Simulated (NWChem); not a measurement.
System: C2H5N anion, doublet; SMILES of the neutral closed-shell parent C=NC

Parts of the log:

```
             Northwest Computational Chemistry Package (NWChem) 7.3.0
             --------------------------------------------------------

 C1  symmetry detected

                             Geometry "geometry" -> ""
                             -------------------------

 Output coordinates in angstroms (scale by  1.889725989 to convert to a.u.)

  No.       Tag          Charge          X              Y              Z
 ---- ---------------- ---------- -------------- -------------- --------------
    1 C                    6.0000    -0.14925624     1.11828556     0.01244860
    2 N                    7.0000     0.58430060    -0.08377025    -0.00994019
    3 C                    6.0000    -0.19725947    -1.21735119     0.07862281
    4 H                    1.0000    -0.58906878     1.38111746     1.01714286
    5 H                    1.0000     0.51020873     1.96113703    -0.25882628
    6 H                    1.0000    -1.02855369     1.15175935    -0.69201062
    7 H                    1.0000    -1.23616122    -1.18171063    -0.32469175
    8 H                    1.0000     0.33256498    -2.13151768    -0.21846130

 Effective nuclear repulsion energy (a.u.)      70.7150630322

                                Z-matrix (autoz)
                                --------

 Units are Angstrom for bonds and degrees for angles

      Type          Name      I     J     K     L     M      Value
      ----------- --------  ----- ----- ----- ----- ----- ----------
    1 Stretch                  1     2                       1.40838
    2 Stretch                  1     4                       1.12780
    3 Stretch                  1     5                       1.10403
    4 Stretch                  1     6                       1.12719
    5 Stretch                  2     3                       1.37974
    6 Stretch                  3     7                       1.11501
    7 Stretch                  3     8                       1.09758
    8 Bend                     1     2     3               113.90170
    9 Bend                     2     1     4               114.59411
   10 Bend                     2     1     5               109.66780
   11 Bend                     2     1     6               114.94304
   12 Bend                     2     3     7               118.57505
   13 Bend                     2     3     8               113.17149
   14 Bend                     4     1     5               105.89753
   15 Bend                     4     1     6               104.21852
   16 Bend                     5     1     6               106.84164
   17 Bend                     7     3     8               112.24013
   18 Torsion                  1     2     3     7          29.23306
   19 Torsion                  1     2     3     8         163.81453
   20 Torsion                  3     2     1     4          72.11924
   21 Torsion                  3     2     1     5        -168.96619
   22 Torsion                  3     2     1     6         -48.59755

                           NWChem Geometry Optimization
                           ----------------------------

 maximum gradient threshold         (gmax) =   0.000450
 rms gradient threshold             (grms) =   0.000300
 maximum cartesian step threshold   (xmax) =   0.001800
 rms cartesian step threshold       (xrms) =   0.001200
 fixed trust radius                (trust) =   0.300000
 source of zmatrix                         =   autoz

          -------------------
          Energy Minimization
          -------------------

 Using diagonal initial Hessian
 Scaling for Hessian diagonals: bonds = 1.00  angles = 0.25  torsions = 0.10

          --------
          Step   0

                                 NWChem DFT Module
                                 -----------------

 Summary of "ao basis" -> "ao basis" (spherical)
 ------------------------------------------------------------------------------
       Tag                 Description            Shells   Functions and Types
 ---------------- ------------------------------  ------  ---------------------
 C                         def2-svpd                 8       20   4s2p2d
 N                         def2-svpd                 8       20   4s2p2d
 H                         def2-svpd                 4        8   2s2p

[...]

      ----------------------
      Optimization converged
      ----------------------

  Step       Energy      Delta E   Gmax     Grms     Xrms     Xmax
  ---- ---------------- -------- -------- -------- -------- --------
@   13    -133.80585238  1.2D-08  0.00003  0.00001  0.00034  0.00093
                                     ok       ok       ok       ok

                                Z-matrix (autoz)
                                --------

 Units are Angstrom for bonds and degrees for angles

      Type          Name      I     J     K     L     M      Value     Gradient
      ----------- --------  ----- ----- ----- ----- ----- ---------- ----------
    1 Stretch                  1     2                       1.41972   -0.00002
    2 Stretch                  1     4                       1.12936   -0.00000
    3 Stretch                  1     5                       1.10742   -0.00002
    4 Stretch                  1     6                       1.12992   -0.00000
    5 Stretch                  2     3                       1.35988   -0.00001
    6 Stretch                  3     7                       1.11816    0.00002
    7 Stretch                  3     8                       1.10165   -0.00000
    8 Bend                     1     2     3               114.04181   -0.00003
    9 Bend                     2     1     4               113.63757   -0.00000
   10 Bend                     2     1     5               111.50728    0.00000
   11 Bend                     2     1     6               113.63124   -0.00000
   12 Bend                     2     3     7               119.67127   -0.00001
   13 Bend                     2     3     8               116.86699    0.00000
   14 Bend                     4     1     5               106.62263   -0.00000
   15 Bend                     4     1     6               104.17404    0.00000
   16 Bend                     5     1     6               106.64640   -0.00000
   17 Bend                     7     3     8               113.43972    0.00000
   18 Torsion                  1     2     3     7          27.77157    0.00000
   19 Torsion                  1     2     3     8         171.07726    0.00000
   20 Torsion                  3     2     1     4          63.76283   -0.00000
   21 Torsion                  3     2     1     5        -175.69960   -0.00000
   22 Torsion                  3     2     1     6         -55.13554   -0.00000

                         Geometry "geometry" -> "geometry"
                         ---------------------------------

 Output coordinates in angstroms (scale by  1.889725989 to convert to a.u.)

  No.       Tag          Charge          X              Y              Z
 ---- ---------------- ---------- -------------- -------------- --------------
    1 C                    6.0000    -0.14105959     1.12926441    -0.00486270
    2 N                    7.0000     0.59044963    -0.08424960    -0.09357973
    3 C                    6.0000    -0.17169006    -1.20195008     0.04486179
    4 H                    1.0000    -0.61958337     1.29679348     1.00430163
    5 H                    1.0000     0.50470424     2.00771818    -0.19901600
    6 H                    1.0000    -1.00228832     1.19327301    -0.73350206
    7 H                    1.0000    -1.25042314    -1.17614267    -0.24830588
    8 H                    1.0000     0.31666553    -2.16675709    -0.16561292

 Effective nuclear repulsion energy (a.u.)      70.7501655359

                Final and change from initial internal coordinates
                --------------------------------------------------

                                Z-matrix (autoz)
                                --------

 Units are Angstrom for bonds and degrees for angles

      Type          Name      I     J     K     L     M      Value       Change
      ----------- --------  ----- ----- ----- ----- ----- ---------- ----------
    1 Stretch                  1     2                       1.41972    0.01133
    2 Stretch                  1     4                       1.12936    0.00157
    3 Stretch                  1     5                       1.10742    0.00339
    4 Stretch                  1     6                       1.12992    0.00274
    5 Stretch                  2     3                       1.35988   -0.01986
    6 Stretch                  3     7                       1.11816    0.00315
    7 Stretch                  3     8                       1.10165    0.00408
    8 Bend                     1     2     3               114.04181    0.14011
    9 Bend                     2     1     4               113.63757   -0.95654
   10 Bend                     2     1     5               111.50728    1.83949
   11 Bend                     2     1     6               113.63124   -1.31180
   12 Bend                     2     3     7               119.67127    1.09623
   13 Bend                     2     3     8               116.86699    3.69550
   14 Bend                     4     1     5               106.62263    0.72510
   15 Bend                     4     1     6               104.17404   -0.04448
   16 Bend                     5     1     6               106.64640   -0.19524
   17 Bend                     7     3     8               113.43972    1.19959
   18 Torsion                  1     2     3     7          27.77157   -1.46149
   19 Torsion                  1     2     3     8         171.07726    7.26273
   20 Torsion                  3     2     1     4          63.76283   -8.35640
   21 Torsion                  3     2     1     5        -175.69960   -6.73342
   22 Torsion                  3     2     1     6         -55.13554   -6.53799

[...]
```

Level: B3LYP/def2-SVPD, spin-unrestricted. No frequency run checked for a minimum. The spin multiplicity was typed, not searched, and may not be the lowest. The highest occupied level is positive, so the extra electron may be held by the finite basis.

### Question
Which NWChem input produces such a log?

### Answer
Several could match; the one computed here: the input that was run:
```
start job
memory heap 200 mb stack 900 mb global 1100 mb
charge -1
geometry units angstroms
  C      1.080805    -0.427008     0.001244
  N     -0.027395     0.330049     0.428213
  C     -1.129627     0.220525    -0.394450
  H      1.601253    -0.022299    -0.913781
  H      1.844472    -0.449879     0.798221
  H      0.851347    -1.498725    -0.262041
  H     -1.277827    -0.726347    -0.964292
  H     -2.056787     0.571243     0.076766
end
basis spherical
  * library def2-svpd
end
dft
  odft
  mult 2
  xc b3lyp
  iterations 150
end
driver
  maxiter 120
end
task dft optimize
```
